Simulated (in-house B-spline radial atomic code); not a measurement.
A calculation on the manganese ion Mn³⁺ (an excited or competing configuration): its settings, and results tabulated from the run. Level of theory: non-relativistic Hartree-Fock with fractional occupations, spin-polarised, spherical fractional occupations, point nucleus; calculated with an all-electron radial atomic-structure program (B-spline basis).

Command:
```bash
python run_scf.py task.json out
```
Settings:
```
Z                25
configuration    [Ne] 3s2 3p5 3d4 4p1
hamiltonian      nr
method           hf,
spin_polarised   True
```

Output (hartree, bohr):
```
 radial grid: 48 intervals, B-splines of order 8, outer radius 28.1081 bohr

 iter        energy (Eh)    residual
    1       -1131.433163    6.50e-01
    2       -1141.898067    3.89e-01
    3       -1144.430319    1.15e-01
    4       -1144.723453    3.56e-02
    5       -1144.754000    1.70e-02
    6       -1144.758527    2.01e-03
    7       -1144.758567    1.49e-04
    8       -1144.758567    1.51e-05
    9       -1144.758567    2.10e-06
   10       -1144.758567    1.68e-07

 total energy                     -1144.75857
 kinetic                            1144.7586
 electron-nucleus                  -2685.1826
 Hartree                             444.5176
 exact exchange                      -48.8521

 orbital      occ     eigenvalue          <r>       <r^2>       <1/r>       r_max
 1s up      1.000      -242.5491    0.0615286  0.00507744     24.5235     0.04055
 1s down    1.000      -242.5082    0.0615184   0.0050755     24.5264     0.04055
 2s up      1.000       -31.1314     0.281041    0.093211      5.2506      0.2344
 2s down    1.000       -30.9632     0.279876   0.0922926     5.26836      0.2341
 2p up      3.000       -26.8510     0.247922   0.0754924     5.17204      0.1896
 2p down    3.000       -26.6581     0.246836   0.0746601     5.18601      0.1894
 3s up      1.000        -5.8073     0.835359    0.799681     1.67816      0.7344
 3s down    1.000        -5.1857     0.846067     0.82146     1.64814      0.7366
 3p up      3.000        -4.4855     0.866805    0.874829     1.57026      0.7434
 3p down    2.000        -3.6085     0.895316    0.937165      1.5141      0.7532
 3d up      4.000        -2.2113     0.964421     1.13773     1.30591      0.7249
 4p up      1.000        -0.9022      2.68764     8.13419    0.475408       2.374
```

Cost of the run: 0.12 s on 1 thread of Arm Neoverse V1 (shared host).

Caution: exact exchange at fractional occupations of open shells leaves self-interaction of up to several eV.
